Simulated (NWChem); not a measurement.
# SiHF, singlet; SMILES F[SiH]

Program: NWChem. Pople sets run with spherical d functions. Low-valent species are run as closed-shell singlets; no triplet was tried in these runs. The geometry was optimised at PBE-D3(BJ)/def2-SVP. Ions are spin-unrestricted doublets at the neutral geometry; other ion states weren't tried.

For level PBE0/6-31+G*:

```yaml
"−ε(HOMO) (eV)": 7.12
```

Task: How do the values read with level B3LYP/6-31+G* instead?

Result: −ε(HOMO) (eV): 6.96
